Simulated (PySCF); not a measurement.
## W³⁺ (tungsten, charge +3) across methods

[Xe] 4f14 5d3, high-spin 4F determinant. Computed with PySCF 2.14 in def2-QZVPPD with the def2 core potential (60 electrons), with a scalar-relativistic core potential.

```csv
method,E (hartree),mean ε 5p α (eV),mean ε 5p β (eV),mean ε 5d α (eV),Σ⟨r²⟩ (bohr²),⟨S²⟩
M06-L,-65.1550,-72.376,-69.881,-32.112,23.79,3.751
r2SCAN,-65.1399,-72.731,-70.071,-32.616,23.97,3.752
BHandHLYP,-65.0226,-77.408,-73.789,-35.220,24.03,3.752
PBE,-65.1168,-71.461,-69.368,-32.257,24.13,3.751
UHF,-64.64730,-82.654,-77.089,-37.847,24.02,3.754
PBEsol,-64.9971,-71.308,-69.222,-32.163,24.18,3.751
PBE0,-65.0988,-74.493,-71.620,-33.834,24.05,3.751
MN15,-65.0103,-74.267,-72.210,-34.124,24.28,3.751
```

Task: Estimate the same row for LDA.

Result: E (hartree) = -64.9103; mean ε 5p α (eV) = -71.364; mean ε 5p β (eV) = -69.316; mean ε 5d α (eV) = -32.176; Σ⟨r²⟩ (bohr²) = 24.31; ⟨S²⟩ = 3.750.

Energies and moments cover only the electrons outside the core potential. Spin-orbit coupling, absent here, splits the open shell strongly.
